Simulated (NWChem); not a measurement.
System: CH3FO2Si; SMILES F[SiH]1OCO1

Here is an NWChem input.

```
start job
memory heap 200 mb stack 900 mb global 1100 mb
geometry units angstroms noautoz
  F     -0.480192     1.798439     0.000000
  Si     0.444309     0.484654     0.000000
  O     -0.006399    -0.691204    -1.102320
  C     -0.338599    -1.531044     0.000000
  O     -0.006399    -0.691204     1.102320
  H      1.834369     0.969828     0.000000
  H      0.276438    -2.447298     0.000000
  H     -1.412451    -1.787498     0.000000
end
basis spherical
  * library def2-tzvp
end
dft
  xc becke88 lyp
  iterations 150
  semidirect filesize 400000000
  mulliken
end
task dft energy
```

The geometry was optimised at PBE0/def2-SVP.

Q: Give the results of this calculation. (BLYP/def2-TZVP.) Quantities: energy (Ha); highest occupied level (eV); orbital gap (eV); dipole (D).

A: 
```yaml
energy (Ha): -579.90
highest occupied level (eV): -7.02
orbital gap (eV): 6.17
dipole (D): 1.12
```
